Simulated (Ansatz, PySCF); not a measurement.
Reaction (SMILES): CCCCF -> [CH3] (CH3) + [CH2]CCF (the C-C bond at the site shown breaks; other sites are not compared here)
Geometries: B3LYP-D3(BJ)/def2-TZVP minima from Ansatz (a program for electronic structure), one conformer each, not searched for the lowest. Frequencies are from Ansatz or PySCF.

Wanted: bond dissociation energy (enthalpy at 298 K, with B3LYP-D3(BJ) rigid-rotor harmonic-oscillator terms), in eV. Valence correlation only, unless marked. Open shells are spin-unrestricted. Spin-orbit coupling is left out. No relativistic terms. Basis-set limits of correlation are two-point, X^-3; Hartree-Fock from the larger set. The bracket is a focal-point correction in the basis named.

```csv
level,program,bond dissociation energy (eV)
SVWN5/def2-TZVPD,Ansatz,4.59
PBE-D4/def2-TZVPD,Ansatz + dftd4,3.84
BLYP/def2-TZVPD,Ansatz,…
r2SCAN-D4/def2-TZVPD,Ansatz + dftd4,…
PBE0/def2-TZVPD,Ansatz,3.73
SCS-MP2/6-31G,Ansatz,3.52
"RI-MP2/CBS(cc-pVTZ,cc-pVQZ)+[CCSD(T)-MP2]/cc-pVTZ",Ansatz,3.91
```

Problem. Fill in the missing entries.

Solution. 
- BLYP/def2-TZVPD, bond dissociation energy (eV): 3.48
- r2SCAN-D4/def2-TZVPD, bond dissociation energy (eV): 3.51
